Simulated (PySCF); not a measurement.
Species: C₅H₁₁O₂P.
Z-matrix (Å and degrees, PBE0/def2-SV(P) geometry), rows numbered from 1:
```
C 
C   1  1.3362
P   2  1.8052  1  119.84
O   3  1.4927  2  112.72  1     2.29
O   3  1.6395  2  103.85  1   126.77
C   3  1.8243  2  108.01  1  -127.38
C   6  1.5277  3  109.88  2    61.44
C   6  1.5284  3  109.30  2  -174.92
H   1  1.0977  2  120.07  3     1.25
H   1  1.0972  2  121.94  3  -178.39
H   2  1.0978  1  121.46  3   178.34
H   5  0.9718  3  110.24  2   -92.70
H   6  1.1065  3  106.13  2   -57.13
H   7  1.1039  6  112.22  3   -59.97
H   7  1.1043  6  110.18  3   179.84
H   7  1.1041  6  110.56  3    60.46
H   8  1.1044  6  110.17  3   178.89
H   8  1.1037  6  110.46  3   -61.51
H   8  1.1023  6  111.45  3    58.66
```

Method: PBE0/def2-SV(P) geometry optimisation, gas phase in PySCF 2.14.0.

Masses are those of the commonest isotopes; rigid-rotor values at the optimised geometry. The values belong to one conformer with, in the numbering `[CH2:1]=[CH:2][P@@:3](=[O:4])([OH:5])[CH:6]([CH3:7])[CH3:8]`, C1–C2–P3–O4 2°, C2–P3–O5–H -93°, C2–P3–C6–C7 61°.

Question: What are A, B and C (GHz)?

Answer: Ia = 213.72, Ib = 357.65, Ic = 438.18 u·Å²; 505379 MHz·u·Å²/I gives 2365, 1413 and 1153 MHz, that is A = 2.3646, B = 1.4131, C = 1.1534 GHz.

Question: What kind of rotor is it?

Answer: An asymmetric top; Ray's κ = -0.571.

Question: What does the inertial defect say?

Answer: Not planar: Δ = Ic − Ia − Ib = -133.19 u·Å². For a rigid frame Δ = −2 Σ m c², so Σ m c² = 66.60 u·Å² lies off the ab plane: 10.35 from hydrogen and 56.24 from heavier atoms. The atom farthest from that plane is 1.81 Å away.

Question: Give the other two planar moments, Paa and Pbb, and the rms extents of the mass along the axes.

Answer: Paa = Σ m a² = (Ib + Ic − Ia)/2 = 291.05 and Pbb = Σ m b² = (Ia + Ic − Ib)/2 = 147.13 u·Å². With the mass M = 134.05 u, the rms extents √(P/M) along a, b and c are 1.47, 1.05, 0.70 Å.

Question: Where do the levels up to J = 2 lie, in cm⁻¹?

Answer: Above 0(0,0):
J = 1: 1(0,1) 0.0856, 1(1,1) 0.1173, 1(1,0) 0.1260
J = 2: 2(0,2) 0.2553, 2(1,2) 0.2799, 2(1,1) 0.3059, 2(2,1) 0.4011, 2(2,0) 0.4027
Those of J = 1 are B + C, A + C and A + B.

Question: Which types of transition are allowed, and where do some lines up to J = 2 fall?

Answer: The dipole components are |μa| = 0.52 D, |μb| = 0.69 D, |μc| = 2.39 D. Intensities carry the squares of the components, which stand as 0.05 : 0.08 : 1.00 (a : b : c). Some lines, for components of 0.1 D or more:

```csv
type,branch,"J(Ka,Kc)",MHz,lower level (cm⁻¹)
c,Q,"2(1,2) ← 2(0,2)",738,0.255
a,Q,"2(1,1) ← 2(1,2)",779,0.280
c,Q,"1(1,1) ← 1(0,1)",952,0.086
b,Q,"1(1,0) ← 1(0,1)",1211,0.086
b,Q,"2(1,1) ← 2(0,2)",1517,0.255
a,R,"1(0,1) ← 0(0,0)",2566,0.000
c,Q,"2(2,1) ← 2(1,1)",2855,0.306
b,Q,"2(2,0) ← 2(1,1)",2901,0.306
b,R,"1(1,1) ← 0(0,0)",3518,0.000
b,Q,"2(2,1) ← 2(1,2)",3634,0.280
c,R,"1(1,0) ← 0(0,0)",3778,0.000
b,R,"2(0,2) ← 1(1,1)",4135,0.117
a,R,"2(1,2) ← 1(1,1)",4873,0.117
a,R,"2(0,2) ← 1(0,1)",5087,0.086
a,R,"2(1,1) ← 1(1,0)",5393,0.126
b,R,"2(1,2) ← 1(0,1)",5825,0.086
c,R,"2(1,1) ← 1(0,1)",6604,0.086
b,R,"2(2,1) ← 1(1,0)",8247,0.126
c,R,"2(2,0) ← 1(1,0)",8294,0.126
c,R,"2(2,1) ← 1(1,1)",8507,0.117
b,R,"2(2,0) ← 1(1,1)",8553,0.117
```

Question: Estimate the classical rotational partition function at 25 K, 50 K and 100 K.

Answer: Point group C1, symmetry number σ = 1; q = (√π/σ)·√((kT/h)³/(ABC)), k/h = 20836.6 MHz/K: 10700 at 25 K, 30400 at 50 K, 85900 at 100 K.

Not checked by PBE0/def2-SV(P) frequencies. These are rigid-rotor constants of the computed structure; measured ground-state constants (B0) also hold zero-point vibration. A rigid rotor knows nothing of internal rotation, which can split or shift real lines.
